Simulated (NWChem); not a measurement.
CClCuO; SMILES [O+]#[C-]->[Cu][Cl]

Program: NWChem. Coordinates come from a PBE0/def2-SVP optimisation. Level M06-L/def2-SVP: energy and gradient on several grids; changes count from the extra-fine grid, which is no exact limit either.

### Question
Which is the coarsest grid (xfine; coarse; xcoarse; medium; fine) from which on the energy stays within 100 μHa and each gradient component within 200 μHa/bohr of xfine?

### Answer
medium.
| grid | size of the energy change (μHa) | largest change of a gradient component (μHa/bohr) |
|---|---|---|
| xcoarse | 30000 | 8000 |
| coarse | 500 | 2000 |
| medium | 20 | 70 |
| fine | < 10 | 100 |
| xfine | < 10 | < 30 |
